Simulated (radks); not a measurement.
Coulomb parameter of the 4f shell of the thulium ion Tm+ in the model configuration [Xe] 4f11.5 5d1.5 6s1, as a second difference U = [E(n + 1) + E(n - 1) - 2 E(n)] / (1)^2 with all orbitals relaxed. "Bare": the charge of the atom changes with n. "Screened": the 5d shell takes up the change at fixed total charge, which measures U(4f,4f) + U(5d,5d) - 2 U(4f,5d). Calculated with a radial shooting solver on a logarithmic mesh with Libxc functionals: scalar-relativistic Kohn-Sham, SCAN, spin-unpolarised, spherical densities, finite nucleus; meta-GGA in the generalised Kohn-Sham scheme; Fermi nuclear charge, rms radius 5.2256 fm.

| case | configuration | E - E(n) (eV) |
|---|---|---|
| start | [Xe] 4f11.5 5d1.5 6s1 | 0.000 |
| bare +1 | [Xe] 4f12.5 5d1.5 6s1 | -12.307 |
| bare -1 | [Xe] 4f10.5 5d1.5 6s1 | 28.921 |
| screened +1 | [Xe] 4f12.5 5d0.5 6s1 | -8.506 |
| screened -1 | [Xe] 4f10.5 5d2.5 6s1 | 14.305 |

U(bare) = 16.614 eV, U(screened by 5d) = 5.799 eV, against the Slater integral F0(4f,4f) = 34.461 eV with frozen orbitals.
